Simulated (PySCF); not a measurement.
## [Ce(PH3)2]3+: from a saddle point downhill

PySCF 2.14.0, RKS PBE, Ce lcecp-1-SVP with ECP47, P def2-SVP, H def2-SVP; non-relativistic Hamiltonian with scalar-relativistic core potentials where named; density fitting; no spin-orbit coupling. Relaxed within the symmetry of its start, the geometry (D3h) is

```xyz
9

Ce    0.0000    0.0000    0.0000
P     0.0000    0.0000    3.1407
H     1.2995    0.0000    3.7498
H    -0.6498    1.1254    3.7498
H    -0.6498   -1.1254    3.7498
P     0.0000    0.0000   -3.1407
H     1.2995    0.0000   -3.7498
H    -0.6498   -1.1254   -3.7498
H    -0.6498    1.1254   -3.7498
```

and its lowest harmonic modes are -103, -103, -26, 173, 204, 310 cm⁻¹ (negative: unstable; uncertain by 10 to 30 cm⁻¹). It was moved along the lowest mode and relaxed again, within the group Cs that the move left.

Task: Where does it end, and how much lower?

Result: In Cs, 0.517 eV lower, after 16 steps:
```xyz
9

Ce    1.0386    0.9586    0.0000
P    -0.1457   -0.1028    2.6223
H     0.8485   -0.3886    3.6172
H    -1.0330    0.8269    3.2611
H    -0.9075   -1.3132    2.5128
P    -0.1457   -0.1028   -2.6223
H     0.8485   -0.3886   -3.6172
H    -0.9075   -1.3132   -2.5128
H    -1.0330    0.8269   -3.2611
```

Task: How do the contacts change?

Result: 
```
     contact  saddle (Å)  end (Å)
Ce1–P2 (PH3)       3.141    3.067
Ce1–P6 (PH3)       3.141    3.067
```


Task: Is the end a minimum?

Result: Yes, as far as the noise of the softest modes lets one tell (those above −25 cm⁻¹ count as noise); lowest modes 18, 22, 48, 188, 203, 371 cm⁻¹.

An lcecp potential fixes the number of 4f electrons, so in runs with it no electron can move into or out of that shell.

State: singlet in the valence, with the 4f electrons in the core potential.
